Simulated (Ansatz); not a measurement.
Ideal-gas functions of `[NH2][Al]([NH2])[OH]` at 400 K and 1 bar, from an Ansatz frequency run at PBE0-D4/def2-TZVP.

Molar mass 76.04 g/mol, point group Cs (symmetry number 1), electronic degeneracy 1, moments of inertia 79.43, 84.515, 163.945 u Å². Harmonic wavenumbers (cm⁻¹, unscaled): 119, 196, 219, 277, 287, 297, 333, 357, 577, 637, 685, 690, 892, 919, 1563, 1573, 3621, 3626, 3709, 3717, 3986.

Use S(trans) = R[1.5 ln M + 2.5 ln T − 1.1517]; rotational temperatures θ = 24.2544 K / I; S(rot) = R[ln(√π/σ · √(T³/θAθBθC)) + 1.5]; for each mode x = 1.438777 ν̃/T, S = R[x/(eˣ − 1) − ln(1 − e⁻ˣ)] and H = RT x/(eˣ − 1); 1 cm⁻¹ = 0.0119627 kJ/mol; R = 8.31446 J/(mol·K).

Q: By hand: the entropy, in J/(mol·K).

A: Translation 169.0. Rotation: θ = 0.3054, 0.287, 0.1479 K, giving 110.0. Vibration, mode by mode: 15.43, 11.39, 10.51, 8.68, 8.41, 8.15, 7.29, 6.78, 3.59, 3.03, 2.65, 2.61, 1.47, 1.36, 0.20, 0.19, 0.00, 0.00, 0.00, 0.00, 0.00, in all 91.7. Electronic 0.0. Sum 370.7 J/(mol·K).

Q: By hand: H − E and G − E in kJ/mol, counted from the electronic energy.

A: Zero-point energy ½ × 28280 × 0.0119627 = 169.2; thermal vibration 20.6; translation, rotation and pV give 4 RT = 13.3. H − E = 203.1 kJ/mol, and G − E = 203.1 − 400 × 370.7/1000 = 54.8 kJ/mol.

Vibration gives 25 % of the entropy, 15.4 J/(mol·K) of it from the mode under 150 cm⁻¹: soft modes count most, and the harmonic formula is weakest for them. The sum counts one conformer and one mirror image; others add a mixing term.
